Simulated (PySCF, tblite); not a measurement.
Isomers of C7H13Al. Calculated harmonic vibrations of the isolated species, GFN2-xTB (tblite), most abundant isotopes, no scaling. Errors from tens to a few hundred cm⁻¹ against measured bands are possible. Modes of hydrogen on aluminium can be 10 to 20 % off. One conformer each.

Electronic energies: PBE0-D3(BJ)/def2-SVP at its own geometries (PySCF, gas phase).

```tsv
SMILES	electronic energy, lowest = 0 (kcal/mol)
C=C(C)[C@H]1CC[CH2][AlH]1	3.7
C=[C](C)[Al]1[CH2]CC[CH2]1	0.0
C=CC[C@H]1CC[CH2][AlH]1	5.4
```

How do GFN2-xTB zero-point energies change the relative energies?

| SMILES | ZPE (kcal/mol) | of it from modes above 1550 cm⁻¹ | electronic (kcal/mol) | with ZPE, lowest = 0 (kcal/mol) | lowest mode (cm⁻¹) | rings |
| --- | --- | --- | --- | --- | --- | --- |
| C=[C](C)[Al]1[CH2]CC[CH2]1 | 109.7 | 57.2 | 0.0 | 0.0 | 36 | 1 |
| C=C(C)[C@H]1CC[CH2][AlH]1 | 108.4 | 55.9 | 3.7 | 2.4 | 45 | 1 |
| C=CC[C@H]1CC[CH2][AlH]1 | 109.0 | 55.6 | 5.4 | 4.6 | 61 | 1 |

The zero-point energies span 1.3 kcal/mol, from `C=C(C)[C@H]1CC[CH2][AlH]1` to `C=[C](C)[Al]1[CH2]CC[CH2]1`. The order is unchanged.

And how do the electronic energies of GFN2-xTB itself compare?

`C=[C](C)[Al]1[CH2]CC[CH2]1` 15.1; `C=C(C)[C@H]1CC[CH2][AlH]1` 0.0; `C=CC[C@H]1CC[CH2][AlH]1` 3.8 kcal/mol, lowest = 0. Against the energies above, taken from the same isomer `C=[C](C)[Al]1[CH2]CC[CH2]1`, the largest difference is 18.8 kcal/mol. The two levels were optimised apart and needn't hold the same conformer.

What do entropy and thermal enthalpy add at 298.15 K and 1 bar (rigid rotor, harmonic oscillator, one conformer each)?

```
                    SMILES  point group  symmetry number  S (cal/(mol K))  H − H(0) (kcal/mol)  ZPE + H − H(0) − TS (kcal/mol)
C=[C](C)[Al]1[CH2]CC[CH2]1           C1                1            104.2                 7.49                            86.1
 C=C(C)[C@H]1CC[CH2][AlH]1           C1                1             98.4                 7.05                            86.2
   C=CC[C@H]1CC[CH2][AlH]1           C1                1             94.0                 6.63                            87.6
```
